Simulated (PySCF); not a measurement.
## Zirconium: a sound run and one with changed settings

Sound run: Zr(2+) [Kr] 4d2, Zr(3+) [Kr] 4d1. Calculation: PySCF 2.14, in cc-pVDZ-PP with ECP28MDF (4s4p3d1f, 38 functions); a scalar-relativistic core potential. In the sound run the correlated levels freeze 4s2 4p6 outside the core potential. The sound run starts from symmetry-adapted Hartree-Fock orbitals and uses a fine grid where one is needed.

Changed run: initial guess 1e, at most 50 SCF cycles, level shift 2.0 hartree.

| species | method | sound run (hartree) | changed run (hartree) | converged |
| --- | --- | --- | --- | --- |
| Zr(2+) | UHF | -45.65996 | -45.65996 | yes |
| Zr(2+) | r2SCAN | -46.04821 | -46.04820 | no |
| Zr(2+) | M06-2X | -45.93714 | -45.93714 | no |
| Zr(2+) | MP2 | -45.66210 | -45.66073 | yes |
| Zr(3+) | UHF | -44.83790 | -44.83790 | yes |
| Zr(3+) | r2SCAN | -45.19330 | -45.19330 | yes |
| Zr(3+) | M06-2X | -45.09036 | -45.09036 | yes |

Ionisation energy of Zr(2+):

```
 method  sound run (eV)  changed run (eV)
    UHF          22.369            22.369
    MP2          22.428            22.390
SCS-MP2          22.389            22.376
```

A level shift leaves the converged SCF energy unchanged but raises the virtual orbital energies, which shrinks MP2 if it is not removed.

For comparison, NIST gives 23.170 eV between the lowest levels.
